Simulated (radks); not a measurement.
Values are calculated unless marked as measured or tabulated.
Q: Species: Ho2+. Configuration: [Xe] 4f10 6p1 (not the ground configuration). Code: a radial shooting solver on a logarithmic mesh with Libxc functionals. Model: Dirac Kohn-Sham, PBE, spin-unpolarised, spherical densities, finite nucleus; open shells fill j = l - 1/2 first; Fermi nuclear charge, rms radius 5.2022 fm. Some entries of the table are withheld. Estimate them.

orbital  occ.  eigenvalue (eV)  <r^2> (bohr^2)  <1/r> (bohr^-1)
1s1/2       2        -55447.79             (1)            76.04
2s1/2       2        -9290.331        0.009111              (2)
2p1/2       2        -8844.276             (3)            18.23
2p3/2       4        -7987.413             (4)            15.88
3s1/2       2        -2094.734         0.06029            6.674
3p1/2       2        -1899.383         0.05588              (5)
3p3/2       4        -1720.433         0.06278              (6)
3d3/2       4        -1385.201         0.04962            5.876
3d5/2       6        -1346.109         0.05153            5.729
4s1/2       2        -433.9473             (7)            2.793
4p1/2       2        -356.3136          0.3175            2.685
4p3/2       4        -316.0762          0.3554            2.480
4d3/2       4        -188.1602          0.4021            2.261
4d5/2       6        -180.8383          0.4170            2.210
5s1/2       2         -72.1757           1.767            1.065
5p1/2       2         -50.6190           2.211           0.9441
5p3/2       4         -45.1554           2.521           0.8740
4f5/2       6         -27.6954          0.7982            1.673
4f7/2       4         -26.6507          0.8267            1.650
6p1/2       1         -13.0098           15.89              (8)
6p3/2       0         -12.3060           17.50              (9)

A: 
(1) 1s1/2 <r^2> (bohr^2): 0.0005883
(2) 2s1/2 <1/r> (bohr^-1): 18.25
(3) 2p1/2 <r^2> (bohr^2): 0.006582
(4) 2p3/2 <r^2> (bohr^2): 0.007805
(5) 3p1/2 <1/r> (bohr^-1): 6.590
(6) 3p3/2 <1/r> (bohr^-1): 5.993
(7) 4s1/2 <r^2> (bohr^2): 0.3036
(8) 6p1/2 <1/r> (bohr^-1): 0.3344
(9) 6p3/2 <1/r> (bohr^-1): 0.3178
